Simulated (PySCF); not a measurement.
**C4H12B2N2: core ionisation energies**

Compound: C₄H₁₂B₂N₂.
Z-matrix (Å and degrees, PBE0-D3(BJ)/def2-SVP geometry), rows numbered from 1:
```
B 
N   1  1.4049
B   2  1.4543  1  134.60
N   3  1.3980  2  126.31  1   -17.02
C   4  1.4666  3  121.66  2  -179.89
C   5  1.5238  4  104.61  3  -171.04
C   6  1.5237  5  102.28  4   -32.40
C   4  1.4598  3  128.12  2    -3.98
H   1  1.2062  2  121.40  3     1.98
H   1  1.2117  2  118.60  3  -176.89
H   2  1.0155  1  113.81  3   174.20
H   3  1.2133  2  116.71  1   164.18
H   5  1.0999  4  111.31  3   -48.86
H   5  1.1052  4  110.60  3    70.19
H   6  1.1027  5  110.22  4    84.49
H   6  1.0994  5  112.75  4  -155.14
H   7  1.1027  6  110.03  5   -77.28
H   7  1.0994  6  113.85  5   161.76
H   8  1.1006  4  111.14  3   -41.16
H   8  1.1047  4  110.87  3    77.27
```

Theory: delta-SCF UKS SCAN, pcX-2 on the ionised atom, pcseg-1 elsewhere, spin-free X2C (PySCF). Binding energies are ΔSCF values: E(core-ionised, relaxed orbitals) − E(ground state) at a fixed geometry, referred to the vacuum level.

Q: Give the core binding energies atom by atom.

A: 
```csv
atom(s),bonded to,level,binding energy (eV),above the level's lowest (eV),count
B3,2 N and H,B 1s,195.27,0.00,1
C6/C7,2 C and 2 H,C 1s,290.69,0.00,2
C5/C8,"N, C and 2 H",C 1s,291.34,+0.65,2
N4,2 C and B,N 1s,404.43,0.00,1
N2,H and 2 B,N 1s,404.60,+0.17,1
```

The listed C 1s values span 0.65 eV, from C6/C7 (bonded to 2 C and 2 H) to C5/C8 (bonded to N, C and 2 H).

The 2 N 1s values lie within 0.17 eV of each other; Gaussian lines of 0.5 eV full width would blend them into one maximum.

Q: Which photon energy gives electrons from B 1s of B3 a kinetic energy of 150 eV, and what is their de Broglie wavelength?

A: hν = 195.27 + 150 = 345.27 eV, recoil neglected; λ = 12.264 Å/√(E/eV) = 1.00 Å.

Q: Which photon wavelength matches the B 1s of B3 threshold?

A: λ = hc/E = 12398.42 eV Å / 195.27 eV = 63.494 Å.

One atom of each set of topologically equivalent atoms was ionised and stands for the set; in this conformer not all members are related by symmetry, and their own values weren't computed. The list is incomplete; no value stands for B 1s of B1 (hole states with ⟨S²⟩ of 1 or more are left out). Spin contamination (⟨S²⟩ against 0.75 for a pure doublet) is marked for B 1s of B3 (0.86), which makes this value less certain. Isolated species at its PBE0-D3(BJ)/def2-SVP geometry (one conformer only).

The run took 4.8 min of wall time on one thread of an Intel Xeon at 2.50 GHz, shared host with 64 logical CPUs at a one-minute load of 60, and the process peaked at 0.77 GiB of memory.
